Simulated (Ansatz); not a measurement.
Basis sets compared for BI3. Total charge 0; singlet. Geometry PBE-D4/def2-SVP. Ansatz on 4 threads of Intel Xeon 6975P-C on a shared host; times are rough, and most runs start from earlier orbitals.

```xyz
4

B     0.000    0.000    0.000
I    -1.874   -0.832    0.587
I     1.172    1.089    1.411
I     0.702   -0.257   -1.997
```

In the def2 sets I takes a core potential, while STO-3G treats all electrons; there is no spin–orbit coupling.

STO-3G and 6-31G are all-electron sets without relativity, so their totals don't compare with the def2 sets.

Binding counts from free atoms (B doublet, I doublet) in the same basis, without a counterpoise term.

```csv
level,functions,energy (Eh),HOMO (eV),LUMO (eV),binding per atom (eV),wall time
HF/STO-3G,86,-20576.5370,-7.71,4.56,–,0.55 s
PBE-D4/def2-SVP,92,-917.9416,-6.19,-3.19,2.67,0.4 s
PBE0-D4/def2-SVP,92,-918.0208,-7.36,-2.53,2.57,0.75 s
```

Problem. Estimate the rows for HF/def2-TZVP, PBE-D4/def2-TZVP (with forces), PBE0-D4/def2-TZVP.

Solution. 
| level | functions | energy (Eh) | HOMO (eV) | LUMO (eV) | binding per atom (eV) | wall time |
| --- | --- | --- | --- | --- | --- | --- |
| HF/def2-TZVP | 181 | -914.7447 | -9.87 | 0.76 | 1.61 | 1.4 s |
| PBE-D4/def2-TZVP (with forces) | 181 | -917.9949 | -6.28 | -3.28 | 2.64 | 1.1 s |
| PBE0-D4/def2-TZVP | 181 | -918.0728 | -7.41 | -2.56 | 2.55 | 1.4 s |
